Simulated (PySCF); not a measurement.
NICS in one family of compounds.

Definitions: NICS(0) = −σiso at the ring centroid; NICS(1) = −σiso and NICS(1)zz = −σzz at ±1 Å along the ring normal z. Level: GIAO PBE0/pcSseg-1 (PySCF, non-relativistic, gas phase) on the GFN2-xTB geometries, one conformer each. Atom numbers follow the mapped SMILES.

Question: Order these rings by mean NICS(1)zz, lowest (most negative) first (ppm).
A. ring C1–C2–C3–C4–C5–C6 in `[cH:1]1[cH:2][cH:3][c:4]2[c:5]([cH:6]1)[CH2:7][O:8][SiH2:9]2`
B. ring C4–C5–C6–C7–C8–C10 in `[CH3:1][O:2][SiH2:3][c:4]1[cH:5][cH:6][cH:7][c:8]([Cl:9])[cH:10]1`
C. ring C5–C6–C7–C8–C9–C10 in `[CH3:1][O:2][SiH2:3][NH:4][c:5]1[cH:6][cH:7][cH:8][cH:9][cH:10]1`

Answer: A (-28.9), B (-27.3), C (-25.6).

```csv
SMILES,ring,NICS(0),NICS(1),NICS(1)zz,HOMA,rms pucker (Å),ring atoms with four or more neighbours
c1ccc2c(c1)CO[SiH2]2,6-membered carbocycle; formal bonds all aromatic,-8.0,-11.3,-28.9,1.00,0.00,0
CO[SiH2]c1cccc(Cl)c1,6-membered carbocycle; formal bonds all aromatic,-8.5,-11.1,-27.3,1.00,0.00,0
CO[SiH2]Nc1ccccc1,6-membered carbocycle; formal bonds all aromatic,-8.6,-10.4,-25.6,0.99,0.00,0
```

NICS(0) gives another order. The isotropic NICS(1) gives the same order. HOMA uses Krygowski's 1993 parameters. NICS(1) and NICS(1)zz are means over the two faces.
